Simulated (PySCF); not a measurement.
System: sum formula HSiO$_{2}$F$_{2}$, net charge 0, doublet state. It need not be the lowest isomer of its formula. 
Geometry from a B3LYP-D3(BJ)/def2-TZVP (Ansatz) optimisation:
```
Si
F 1 1.5738
F 1 1.5800 2 106.85
O 1 1.6155 2 107.46 3 123.06
H 4 0.9614 1 120.05 2 -176.79
O 1 1.6504 2 113.29 3 -119.45
```
Charge 0, spin multiplicity 2.

Dispersion corrections to the total energy (kcal/mol) from the dftd3 and dftd4 libraries through PySCF: D3(BJ) without and D4 with the three-body term, each with the damping fitted for the functional named.

```json
[
 {"functional": "CAM-B3LYP", "D3(BJ)": "-1.64", "D4": "-2.18"},
 {"functional": "TPSSh", "D3(BJ)": "-2.45", "D4": "[?]"},
 {"functional": "B2PLYP", "D3(BJ)": "-1.79", "D4": "[?]"},
 {"functional": "B2GP-PLYP", "D3(BJ)": "[?]", "D4": "-1.07"},
 {"functional": "B3LYP", "D3(BJ)": "-3.83", "D4": "-4.28"},
 {"functional": "TPSS", "D3(BJ)": "-2.68", "D4": "-3.57"},
 {"functional": "BLYP", "D3(BJ)": "-4.68", "D4": "-5.98"}
]
```

### Question
Fill in the missing entries.

### Answer

- TPSSh, D4: -3.21
- B2PLYP, D4: -1.81
- B2GP-PLYP, D3(BJ): -1.56
